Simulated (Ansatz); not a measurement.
`[OH][GeH]([OH])[GeH3]` + `F[CH2][AlH2]` → `[AlH2][GeH3]` + `[OH][GeH]([OH])[CH2]F`  (redistribution)

Gas-phase electronic energies from Ansatz, PBE0-D4/def2-TZVP geometries. CBS: MP2 limit from def2 TZ/QZ plus the TZ coupled-cluster correction, frozen cores. Functionals use def2-TZVPP. For Ge outer-core shells are correlated without core-valence functions, which leaves a few kJ/mol of doubt a bond. Scalar relativity is left out up to krypton. One conformer a species, not always the lowest.

Question: Is it downhill or uphill in electronic energy at CCSD(T)/CBS, and by how much? (An estimate is asked.)

Answer: Ansatz gave: Downhill: ΔE = -5.7 kJ/mol.

Question: What do these levels give: PBE0-D4, ωB97X-V, ωB97M-V, MP2/def2-TZVPP, MP2/def2-QZVPP, MP2/CBS(def2)? (An estimate is asked.)

Answer: The calculation gave: PBE0-D4 -5.7, ωB97X-V -4.1, ωB97M-V -1.1, MP2/def2-TZVPP -5.4, MP2/def2-QZVPP -3.0, MP2/CBS(def2) -2.3 kJ/mol.

Largest T1 diagnostic among the species: 0.012.
